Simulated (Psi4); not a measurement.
Approach curve of the dimer H2 ··· Br- (SMILES [H][H] and [Br-]) (charge -1). Monomers: optimised at B3LYP-D3(BJ) (def2-TZVP), held rigid. Orientation: lowest of the rigid-body minima from ten starts at GFN2-xTB. R is the distance of the centres of mass, along which the second monomer moves.

Levels of theory: PBE/def2-TZVPD, counterpoise-corrected (Psi4); PBE-D3(BJ)/def2-TZVPD, counterpoise-corrected (Psi4); wB97X-D/def2-TZVPD, counterpoise-corrected (Psi4); CCSD(T)/aug-cc-pVDZ = Psi4 with DF-CCSD(T)/aug-cc-pVDZ, frozen core, counterpoise-corrected.

Interaction energies in kJ/mol; the last columns give the difference from CCSD(T):

```csv
R / Å,PBE/def2-TZVPD,PBE-D3(BJ)/def2-TZVPD,wB97X-D/def2-TZVPD,CCSD(T)/aug-cc-pVDZ,PBE/def2-TZVPD − CCSD(T)/aug-cc-pVDZ,PBE-D3(BJ)/def2-TZVPD − CCSD(T)/aug-cc-pVDZ,wB97X-D/def2-TZVPD − CCSD(T)/aug-cc-pVDZ
2.60,3.56,1.87,8.74,15.65,-12.09,-13.77,-6.91
2.86,-6.17,-7.71,-3.53,1.06,-7.23,-8.77,-4.59
3.01,-8.30,-9.73,-6.50,-2.97,-5.32,-6.76,-3.52
3.23,-9.17,-10.44,-8.12,-5.76,-3.42,-4.68,-2.36
3.47,-8.69,-9.76,-8.04,-6.49,-2.20,-3.27,-1.54
3.60,-8.17,-9.13,-7.63,-6.39,-1.78,-2.74,-1.24
3.92,-6.71,-7.42,-6.25,-5.55,-1.16,-1.87,-0.71
4.27,-5.22,-5.70,-4.80,-4.41,-0.80,-1.29,-0.39
4.72,-3.71,-4.00,-3.42,-3.19,-0.52,-0.81,-0.23
5.41,-2.22,-2.35,-2.08,-1.97,-0.25,-0.38,-0.10
6.43,-1.13,-1.17,-1.09,-1.06,-0.06,-0.11,-0.02
7.70,-0.57,-0.58,-0.57,-0.56,0.00,-0.02,-0.01
```

PBE/def2-TZVPD is furthest from CCSD(T)/aug-cc-pVDZ at 2.60 (-12.09 kJ/mol, below); its mean absolute difference over the points is 2.90 kJ/mol.

PBE-D3(BJ)/def2-TZVPD is furthest from CCSD(T)/aug-cc-pVDZ at 2.60 (-13.77 kJ/mol, below); its mean absolute difference over the points is 3.71 kJ/mol.

wB97X-D/def2-TZVPD is furthest from CCSD(T)/aug-cc-pVDZ at 2.60 (-6.91 kJ/mol, below); its mean absolute difference over the points is 1.80 kJ/mol.
